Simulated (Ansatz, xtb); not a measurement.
**Two isomers of C6H6FN**

We compare X, `Cc1cccc(F)n1`, a singlet, with Y, `Cc1ccnc(F)c1`, a singlet. Both are isolated molecules in the gas phase, relaxed with B3LYP-D3(BJ)/def2-SVP.

Quicker runs give these differences E(Y) − E(X): GFN2-xTB +0.50 kcal/mol; HF/STO-3G +0.58 kcal/mol (at GFN2-xTB geometries); r2SCAN-D4/def2-SVP +1.09 kcal/mol (at GFN2-xTB geometries).

Problem. Estimate E(Y) − E(X) at the level CCSD(T)/def2-SVP + ΔMP2/def2-TZVPP.

Solution. CCSD(T)/def2-SVP + ΔMP2/def2-TZVPP gives E(Y) − E(X) = +0.64 kcal/mol, slightly favouring structure X, which is too small a margin to settle the true order.

Level by level:

| level | geometry | E(Y) − E(X) (kcal/mol) | departure from the last row (kcal/mol) | job, with rough time for the two |
| --- | --- | --- | --- | --- |
| GFN2-xTB | GFN2-xTB | +0.50 | −0.14 | optimisation, 0.15 s |
| HF/STO-3G | GFN2-xTB | +0.58 | −0.06 | single point, 0.77 s |
| r2SCAN-D4/def2-SVP | GFN2-xTB | +1.09 | +0.45 | single point, 4.7 s |
| B3LYP-D3(BJ)/def2-SVP | B3LYP-D3(BJ)/def2-SVP | +0.92 | +0.28 | optimisation, 2.3 min |
| HF/def2-SVP | B3LYP-D3(BJ)/def2-SVP | +0.81 | +0.17 | part of the CCSD(T) run |
| MP2/def2-SVP | B3LYP-D3(BJ)/def2-SVP | +0.84 | +0.20 | part of the CCSD(T) run |
| CCSD(T)/def2-SVP | B3LYP-D3(BJ)/def2-SVP | +0.75 | +0.11 | single point |
| CCSD(T)/def2-SVP + ΔMP2/def2-TZVPP | B3LYP-D3(BJ)/def2-SVP | +0.64 |  | single point, 1.9 min |

As drawn, both hold the same kinds of bond in the same numbers.

The largest departure from CCSD(T)/def2-SVP + ΔMP2/def2-TZVPP is that of r2SCAN-D4/def2-SVP, 0.45 kcal/mol. The last row adds to CCSD(T) the change of the MP2 difference between the two basis sets, here −0.11 kcal/mol.

With thermal terms from frequencies at re-optimised GFN2-xTB minima (ideal gas, soft modes damped towards free rotors, one conformer each, 298.15 K, 1 atm): the zero-point term adds +0.05 kcal/mol; ΔH is +0.73 and ΔG +0.55 kcal/mol.

The correlated steps freeze 8 core orbitals. Programs: Ansatz 0.2.0, xtb 6.7.1; the last row on 2 threads of Intel(R) Xeon(R) Processor @ 2.70GHz on a shared host.
